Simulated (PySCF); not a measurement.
1,2-dichloro-1,1,2,2-tetrafluoroethane, C2Cl2F4.
Bonds: F1–C2, C2–F3, C2–Cl4, C2–C5, C5–F6, C5–F7, C5–Cl8.

Theory: core-valence-separated Tamm–Dancoff BHandHLYP/aug-pcX-1 (def2-SVPD on Cl) in PySCF, non-relativistic, gas phase, PBE0-D3(BJ)/def2-SVP geometry.

Computed carbon K-edge spectrum, Gaussian lines of 0.6 eV full width, highest printed point 100; it ends one width below the last computed root. No empirical shift is added; at this level the pattern usually sits a few eV under experiment.

```csv
photon energy (eV),absorption
288.7,1
288.8,2
288.9,5
289.0,13
289.1,26
289.2,46
289.3,70
289.4,90
289.5,100
289.6,95
289.7,77
289.8,54
289.9,32
290.0,17
290.1,7
290.2,3
290.3,1
290.4,1
290.5,2
290.6,6
290.7,15
290.8,29
290.9,50
291.0,72
291.1,90
291.2,96
291.3,88
291.4,70
291.5,47
291.6,28
291.7,16
291.8,12
291.9,16
292.0,29
292.1,48
292.2,70
292.3,87
292.4,92
292.5,85
292.6,66
292.7,45
292.8,26
292.9,14
293.0,7
293.1,6
293.2,8
293.3,11
293.4,14
293.5,15
293.6,14
293.7,11
293.8,8
293.9,6
294.0,4
294.1,4
294.2,5
294.3,6
```

Q: Where are the maxima, and which lines make them up?

A: 4 maxima:
- 289.5 eV: C2/C5 (CF2 carbon), 289.52 eV, f = 0.158, sum of 2, 100 % of the height at the exact maximum
- 291.2 eV: C2/C5 (CF2 carbon), 291.19 eV, f = 0.152, sum of 2, 100 % of the height at the exact maximum
- 292.4 eV: C2/C5 (CF2 carbon), 292.39 eV, f = 0.125, 85 % of the height at the exact maximum; C2/C5 (CF2 carbon), 292.42 eV, f = 0.021, 15 % of the height at the exact maximum
- 293.5 eV: C2/C5 (CF2 carbon), 293.51 eV, f = 0.023, sum of 2, 100 % of the height at the exact maximum

Roots within 0.03 eV on the same or equivalent atoms count as one line; shares under 12 % aren't listed.

Vibrational structure and lifetime widths aren't in the curve. The ionisation threshold wasn't computed; near and above it a finite basis only mimics Rydberg series and continuum.

Conformer computed: `[F:1][C:2]([F:3])([Cl:4])[C:5]([F:6])([F:7])[Cl:8]`: F1–C2–C5–F6 179°.

One conformer stands for the species.
